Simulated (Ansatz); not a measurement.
# RuO (charge +1): shapes and states compared

Computed with Ansatz's Gaussian-basis code (development build). Basis cc-pwCVTZ-PP on Ru, cc-pVTZ on O, scalar-relativistic core potentials (28 electrons on Ru), no spin–orbit coupling, 1 orbital frozen in the corrections; active space CAS(11,9), shells under the valence barred from it. Restricted Hartree–Fock, then the lowest state-specific CASSCF solution met for each case. On stretched bonds single-reference methods can fail or change state. Solutions in different active orbitals can move differences by tenths of an eV and at times more than 1 eV.

Case A, sextet: bond length 1.7160 Å.

Case B, quartet: the shape of A.

Energy less that of case A, in eV:

| case | RHF/ROHF | CASSCF |
| --- | --- | --- |
| B | +0.610 | -0.672 |

Question: What does SC-NEVPT2 give for these differences?

Answer: B: -0.214 eV (-4.9 kcal/mol).

Question: Which case is lowest, and do the methods agree?

Answer: B is lowest in SC-NEVPT2. RHF/ROHF puts A lowest.
